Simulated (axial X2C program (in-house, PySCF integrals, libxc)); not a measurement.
# Correcting the dissociation energy of SiTe for spin–orbit coupling

A spin-free PBE0 curve (one-electron X2C) was computed with an axial X2C code built on PySCF integrals, basis Te dyall-cv3z [11s12p8d4f1g], Si dyall-v3z [8s7p2d1f] (cores contracted in-house), for the state M_S = 0, Λ = 0 (closed shell). It gives D0 = 4.561 eV to Te + Si, which in a spin-free picture are the weighted means of the ground terms.

Measured levels of the ground terms (NIST Handbook of Basic Atomic Spectroscopic Data), in cm⁻¹: Te 3P: J = 2 at 0, J = 0 at 4706.5, J = 1 at 4750.7; Si 3P: J = 0 at 0, J = 1 at 77.1, J = 2 at 223.2.

The molecular state has Λ = 0, so it has no first-order lowering.

Task: How far does each ground level lie under the (2J+1)-weighted mean of its term?

Result: Te: (5 × 0 + 1 × 4706.5 + 3 × 4750.7)/9 = 2107 cm⁻¹; Si: (1 × 0 + 3 × 77.1 + 5 × 223.2)/9 = 150 cm⁻¹.

Task: Correct D0.

Result: D0 = 4.561 + (0 − 2257)/8065.5 = 4.281 eV at PBE0 with these spin–orbit terms.

Second-order spin–orbit effects in the molecule, which grow quickly with Z, are left out. Occupations by symmetry block were frozen at the best pattern of an incomplete PBE0 search. Dissociation energies refer to the lowest single-determinant-based atoms at the same level and basis.
